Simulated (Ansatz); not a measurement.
C3H8Si can be A, `CC1C[SiH2]1`, or B, `C=C(C)[SiH3]`.

Program: Ansatz. Geometries: PBE0-D4/def2-TZVP. ΔE: electronic, gas phase. CBS: MP2 limit from def2 TZ/QZ plus the TZ coupled-cluster correction, frozen cores. DFT in def2-TZVPP. B3LYP here is the variant with VWN-RPA as its local correlation; programs differ in this.

Which is lower in electronic energy at CCSD(T)/CBS, and by how much? (An estimate is asked.)

The calculation gave: B, by 42.6 kJ/mol.

Give E(B) − E(A) in kJ/mol with r2SCAN-D4, CCSD(T)/def2-SVP, B3LYP, CCSD/def2-TZVPP, B3LYP-D4, B2PLYP, HF/def2-TZVPP. (Best estimate.)

Ansatz gave: r2SCAN-D4 -31.6, CCSD(T)/def2-SVP -47.6, B3LYP -49.9, CCSD/def2-TZVPP -45.5, B3LYP-D4 -50.7, B2PLYP -46.5, HF/def2-TZVPP -72.8. None reverses the order clearly.

Does the order hold for the free energy at 298.15 K (harmonic terms from PBE0-D4)? (An estimate is asked.)

The calculation gave: Yes: G(B) − G(A) = -53.1 kJ/mol.

Largest T1 diagnostic: 0.011.

At CCSD(T), def2-SVP lies −4.9 kJ/mol from the extrapolated value and def2-TZVPP −1.4 kJ/mol. Leaving LDA and LC-ωPBE aside and taking each functional with its dispersion term where it has one, the values, not all of them listed here, spread over 27.9 kJ/mol, from BLYP-D4 to PBE0-D4. LDA lies +17.3 kJ/mol from PBE without D4.
